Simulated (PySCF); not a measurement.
# How methods differ on the ionisation energy of Ni

Ni [Ar] 3d8 4s2 (3F) → Ni⁺ [Ar] 3d9 (2D), as a difference of total energies. Computed with PySCF 2.14 in dyall-av2z (16s12p7d2f, 101 functions), with no relativity, point nucleus. Correlated levels: valence: [Ar] frozen; virtual orbitals above 40 to 60 times the deepest correlated orbital energy dropped. The calculations carry no spin-orbit coupling.

```tsv
method	ionisation energy (eV)
UHF	7.727
LDA	7.042
PBE	7.143
PBE0	7.245
r2SCAN	7.670
MN15	6.126
PBEsol	6.965
BP86	7.304
r2SCAN0	7.699
MP2 (valence)	6.518
SCS-MP2 (valence)	6.745
```

Problem. How much does correlation contribute at MP2 (valence)?

Solution. 6.518 − (7.727) = -1.209 eV, measured against UHF.

A first-order spin-orbit estimate (lowest level to lowest level, LS coupling) adds 0.048 eV.

These non-relativistic numbers lack the scalar-relativistic shift.

Errors of the correlated levels include the incompleteness of this basis and the frozen core.

MP2 underrates the near-degeneracy of ns² with np² in the lower species.

For comparison: 7.640 eV (measured; NIST Atomic Spectra Database, ionization energies).
